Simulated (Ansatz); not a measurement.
Coupled-cluster diagnostics for the cluster Si₈P⁻, Ansatz.

Geometry of the singlet (r2SCAN-D4/def2-SVPD):

Cartesian coordinates in Å:
```
P -1.584 -1.636 -1.074
Si -0.359 0.274 2.111
Si 2.844 1.702 -0.375
Si -0.084 -1.806 0.744
Si -2.271 1.663 1.726
Si 1.355 0.140 0.294
Si 0.673 -1.339 -1.659
Si 1.374 0.895 -1.982
Si -1.948 0.106 0.216
```

Correlated methods freeze 45 core orbitals. Another isomer (singlet) lies 2.37 eV lower at PBE0-D4/def2-TZVPD; other spin states weren't run for this one.

Q: Estimate the CCSD(T) correlation energy, the shares of MP2 and (T), T1 and the reference's ⟨S²⟩ for: charge -1, singlet, own geometry in def2-SVPD; and the rough time on 4 threads of Intel Xeon on a shared host.

A: 
```tsv
state	basis	correlation (eV)	MP2 share (%)	(T) share (%)	T1	⟨S²⟩ (pure)	wall time	remarks
charge -1, singlet, own geometry	def2-SVPD	-28.792	91.5	8.6	0.027	0.00 (0.00)	53 s	large T1, restricted SCF unstable
```
Customary marks for T1 are 0.02 (closed shells), 0.045 (open shells) and about 0.05 (3d metals). T1 exceeds 0.02 in 1 of 1 rows and 0.045 in 0; the higher it lies, the less the single-reference result can be trusted.
